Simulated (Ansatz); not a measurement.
C2H6BrFGaN (`C[N](C)[Ga]([F])[Br]`). Total charge 0; spin multiplicity 1.

| atom | x (Å) | y (Å) | z (Å) |
| --- | --- | --- | --- |
| C1 | -0.983 | 0.555 | -0.867 |
| N2 | 0.012 | -0.012 | 0.008 |
| C3 | 0.642 | -1.207 | -0.500 |
| Ga4 | 0.453 | 0.694 | 1.598 |
| F5 | 1.685 | -0.116 | 2.537 |
| Br6 | -0.480 | 2.561 | 2.468 |
| H7 | -1.797 | -0.159 | -1.058 |
| H8 | -0.550 | 0.830 | -1.837 |
| H9 | -1.422 | 1.453 | -0.428 |
| H10 | 1.382 | -1.586 | 0.208 |
| H11 | 1.153 | -1.013 | -1.453 |
| H12 | -0.097 | -2.000 | -0.676 |

Question: List the harmonic frequencies (cm⁻¹, unscaled) at PBE0-D4/def2-TZVP in Ansatz. (An estimate is asked.)

Answer: Computed: 73, 79, 129, 150, 153, 227, 258, 266, 301, 346, 589, 692, 1022, 1095, 1120, 1161, 1243, 1317, 1445, 1469, 1471, 1480, 1499, 1519, 2991, 2995, 3033, 3042, 3120, 3127.

Question: Is this a minimum?

Answer: Yes, all 30 modes are real.

Question: Give the ideal-gas thermochemistry at 298.15 K and 1 bar (rigid rotor, harmonic oscillator; point group Cs, symmetry number 1).

Answer: Zero-point energy 223.8 kJ/mol; H(298) − E = 250.0 kJ/mol; entropy 404.9 J/(mol·K), of which translation 175.7, rotation 123.6, vibration 105.6; G(298) − E = 129.3 kJ/mol. Modes under 100 cm⁻¹ are hindered rotations or soft bends, so the harmonic entropy is rough.

Question: And at 400, 500, 600, 800 and 1000 K?

Answer: 
| T (K) | H − E (kJ/mol) | S (J/mol/K) | G − E (kJ/mol) |
| --- | --- | --- | --- |
| 400 | 263.7 | 444.4 | 86.0 |
| 500 | 279.0 | 478.5 | 39.8 |
| 600 | 296.0 | 509.3 | -9.6 |
| 800 | 333.7 | 563.5 | -117.1 |
| 1000 | 375.6 | 610.2 | -234.5 |

Question: Rotational constants (cm⁻¹)?

Answer: 0.08888, 0.03243, 0.02397.
